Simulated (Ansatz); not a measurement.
`N[SiH2][S][AlH2]` + `C=C[SiH3]` → `C=C[SiH2][AlH2]` + `N[SiH2]S`  (formal exchange of groups at the Al–S bond)

Computed with Ansatz on PBE0-D4/def2-TZVP structures; ΔE is electronic, products minus reactants. CCSD(T)/CBS adds triple-zeta CCSD(T) − MP2 to the extrapolated MP2 energy (def2 sets, frozen cores). Functionals use def2-TZVPP. B3LYP here is the variant with VWN-RPA as its local correlation; programs differ in this. HSE06 is defined as in plane-wave codes. Each species was taken in one conformer, which may not be the lowest.

```json
{"level": "LDA (SPW92)", "ΔE (kcal/mol)": "28.9", "difference from CCSD(T)/CBS": "-3.0"}
{"level": "revPBE-D4", "ΔE (kcal/mol)": "28.8", "difference from CCSD(T)/CBS": "-3.1"}
{"level": "BLYP-D4", "ΔE (kcal/mol)": "30.4", "difference from CCSD(T)/CBS": "-1.5"}
{"level": "r2SCAN-D4", "ΔE (kcal/mol)": "31.6", "difference from CCSD(T)/CBS": "-0.3"}
{"level": "B97M-V", "ΔE (kcal/mol)": "31.4", "difference from CCSD(T)/CBS": "-0.5"}
{"level": "B3LYP-D4", "ΔE (kcal/mol)": "31.1", "difference from CCSD(T)/CBS": "-0.8"}
{"level": "r2SCANh-D4", "ΔE (kcal/mol)": "31.8", "difference from CCSD(T)/CBS": "-0.1"}
{"level": "r2SCAN0-D4", "ΔE (kcal/mol)": "32.0", "difference from CCSD(T)/CBS": "0.1"}
{"level": "HSE06-D4", "ΔE (kcal/mol)": "29.7", "difference from CCSD(T)/CBS": "-2.2"}
{"level": "BHLYP-D4", "ΔE (kcal/mol)": "32.6", "difference from CCSD(T)/CBS": "0.7"}
{"level": "ωB97X-V", "ΔE (kcal/mol)": "31.1", "difference from CCSD(T)/CBS": "-0.8"}
{"level": "ωB97M-V", "ΔE (kcal/mol)": "32.9", "difference from CCSD(T)/CBS": "1.0"}
{"level": "B2PLYP", "ΔE (kcal/mol)": "31.8", "difference from CCSD(T)/CBS": "-0.1"}
{"level": "PBE-QIDH", "ΔE (kcal/mol)": "31.7", "difference from CCSD(T)/CBS": "-0.2"}
{"level": "PBE", "ΔE (kcal/mol)": "28.0", "difference from CCSD(T)/CBS": "-3.9"}
{"level": "BLYP", "ΔE (kcal/mol)": "29.1", "difference from CCSD(T)/CBS": "-2.8"}
{"level": "r2SCAN", "ΔE (kcal/mol)": "31.5", "difference from CCSD(T)/CBS": "-0.4"}
{"level": "PBE0", "ΔE (kcal/mol)": "29.2", "difference from CCSD(T)/CBS": "-2.7"}
{"level": "B3LYP", "ΔE (kcal/mol)": "30.1", "difference from CCSD(T)/CBS": "-1.8"}
{"level": "r2SCANh", "ΔE (kcal/mol)": "31.7", "difference from CCSD(T)/CBS": "-0.2"}
{"level": "r2SCAN0", "ΔE (kcal/mol)": "31.9", "difference from CCSD(T)/CBS": "0.0"}
{"level": "HSE06", "ΔE (kcal/mol)": "29.2", "difference from CCSD(T)/CBS": "-2.7"}
{"level": "BHLYP", "ΔE (kcal/mol)": "31.7", "difference from CCSD(T)/CBS": "-0.2"}
{"level": "CAM-B3LYP", "ΔE (kcal/mol)": "31.0", "difference from CCSD(T)/CBS": "-0.9"}
{"level": "RPA@PBE/def2-TZVPP", "ΔE (kcal/mol)": "30.5", "difference from CCSD(T)/CBS": "-1.4"}
{"level": "HF/def2-SVP", "ΔE (kcal/mol)": "33.1", "difference from CCSD(T)/CBS": "1.2"}
{"level": "MP2/def2-SVP", "ΔE (kcal/mol)": "34.4", "difference from CCSD(T)/CBS": "2.5"}
{"level": "CCSD/def2-SVP", "ΔE (kcal/mol)": "32.0", "difference from CCSD(T)/CBS": "0.1"}
{"level": "CCSD(T)/def2-SVP", "ΔE (kcal/mol)": "32.2", "difference from CCSD(T)/CBS": "0.3"}
{"level": "HF/def2-TZVPP", "ΔE (kcal/mol)": "32.7", "difference from CCSD(T)/CBS": "0.8"}
{"level": "MP2/def2-TZVPP", "ΔE (kcal/mol)": "34.1", "difference from CCSD(T)/CBS": "2.2"}
{"level": "SCS-MP2/def2-TZVPP", "ΔE (kcal/mol)": "33.3", "difference from CCSD(T)/CBS": "1.4"}
{"level": "CCSD/def2-TZVPP", "ΔE (kcal/mol)": "31.2", "difference from CCSD(T)/CBS": "-0.7"}
{"level": "CCSD(T)/def2-TZVPP", "ΔE (kcal/mol)": "31.4", "difference from CCSD(T)/CBS": "-0.5"}
{"level": "HF/def2-QZVPP", "ΔE (kcal/mol)": "32.6", "difference from CCSD(T)/CBS": "0.7"}
{"level": "MP2/def2-QZVPP", "ΔE (kcal/mol)": "34.4", "difference from CCSD(T)/CBS": "2.5"}
{"level": "SCS-MP2/def2-QZVPP", "ΔE (kcal/mol)": "33.6", "difference from CCSD(T)/CBS": "1.7"}
{"level": "HF/CBS(def2)", "ΔE (kcal/mol)": "32.6", "difference from CCSD(T)/CBS": "0.7"}
{"level": "MP2/CBS(def2)", "ΔE (kcal/mol)": "34.6", "difference from CCSD(T)/CBS": "2.7"}
{"level": "CCSD/CBS(def2)", "ΔE (kcal/mol)": "31.7", "difference from CCSD(T)/CBS": "-0.2"}
{"level": "CCSD(T)/CBS", "ΔE (kcal/mol)": "31.9", "difference from CCSD(T)/CBS": "0"}
```

Largest T1 diagnostic among the species: 0.012.

The D4 term adds +1.0 kcal/mol with B3LYP and +0.5 kcal/mol with PBE0; it sums over pairs of atoms, weighted by their polarisabilities, and B3LYP, whose exchange is more repulsive, gets the larger term. From PBE to PBE0 (25 % exact exchange), in def2-TZVPP and without D4, ΔE moves by +1.2 kcal/mol. Leaving LDA and LC-ωPBE aside and taking each functional with its dispersion term where it has one, the values, not all of them listed here, spread over 4.2 kcal/mol, from PBE-D4 to ωB97M-V. LDA lies +0.9 kcal/mol from PBE without D4.
